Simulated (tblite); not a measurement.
Start geometry of `Cc1c[c]c(O)cc1C#N` [radical] from a force field or distance geometry (Å):
```
atom  x, y, z in Å
C1    -2.1650   -0.7403    0.1243
C2    -0.7051   -0.4356    0.0307
C3     0.2271   -1.5066   -0.0010
C4     1.5863   -1.2485   -0.0915
C5     2.0455    0.0529   -0.1098
O6     3.3765    0.3220   -0.1967
C7     1.1629    1.1278   -0.0781
C8    -0.2095    0.8890    0.0089
C9    -1.1034    2.0056    0.0488
N10   -1.8393    2.9121    0.0871
H11   -2.5984   -0.3152    1.0405
H12   -2.6996   -0.3281   -0.7423
H13   -2.3692   -1.8145    0.1530
H14   -0.1196   -2.5360    0.0188
H15    3.8551   -0.5172   -0.2134
H16    1.5481    2.1415   -0.0905
```

Task: What comes out of this run: GFN2-xTB geometry optimisation, gas phase (tblite 0.8.0)?

Result: 
```
atom  x, y, z in Å
C1    -2.1808   -0.7204    0.1265
C2    -0.7113   -0.4594    0.0416
C3     0.2161   -1.5034   -0.0060
C4     1.5407   -1.2105   -0.0823
C5     2.0740    0.0556   -0.1178
O6     3.3962    0.3415   -0.1938
C7     1.1588    1.1086   -0.0719
C8    -0.2054    0.8466    0.0069
C9    -1.1011    1.9404    0.0515
N10   -1.8296    2.8247    0.0878
H11   -2.5951   -0.2639    1.0253
H12   -2.6932   -0.2812   -0.7295
H13   -2.3864   -1.7875    0.1485
H14   -0.1293   -2.5263    0.0180
H15    3.9060   -0.4769   -0.2186
H16    1.5329    2.1210   -0.0977
```

The energy falls by 0.150 eV over 31 L-BFGS steps, the largest force on an atom goes from 2.69 to 0.009 eV/Å, and the atoms move by 0.045 Å rms after alignment. The bond that changes most is C3–C4 (ends: carbon bonded to 2 C and H; carbon bonded to 2 C), which shortens by 0.028 Å. Bonds longer at the end by more than 0.005 Å: 0 of 16; shorter: 11. Among the angles that change most is C3–C4–C5, from 120.2° to 125.3°. Rotational constants go from 2287, 1090, 741.7 to 2355, 1097, 751.9 MHz. The orientation of the end geometry is arbitrary; only internal coordinates are fixed.

Its lowest GFN2-xTB frequency is 8i cm⁻¹, too small to tell a flat minimum from a shallow saddle.

One conformer stands for the species.

The numbers are calculated, not measured.
